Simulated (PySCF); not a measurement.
GaH₃O₂Se, SMILES [OH][Ga]([OH])[SeH]. Coordinates come from a PBE-D3(BJ)/def2-SVP optimisation. The structure was generated by enumeration; whether it is a known compound was not checked. The values are those of a single conformer.

Question: Give the equilibrium geometry at PBE-D3(BJ)/def2-SVP (PySCF confirms it by a frequency run) as bond lengths and angles, and its point group. (Estimate from the structure and the level; the computed values follow.)

Answer: One answer among several that fit: point group Cs.
Atoms: Ga1 O2 H3 O4 H5 Se6 H7. Bond lengths (Å): Ga1–O2 1.803, Ga1–O4 1.798, Ga1–Se6 2.331, O2–H3 0.975, O4–H5 0.976, Se6–H7 1.486. Bond angles (°): O2–Ga1–O4 115.9, O2–Ga1–Se6 126.2, O4–Ga1–Se6 117.9, Ga1–O2–H3 112.9, Ga1–O4–H5 110.2, Ga1–Se6–H7 88.8.
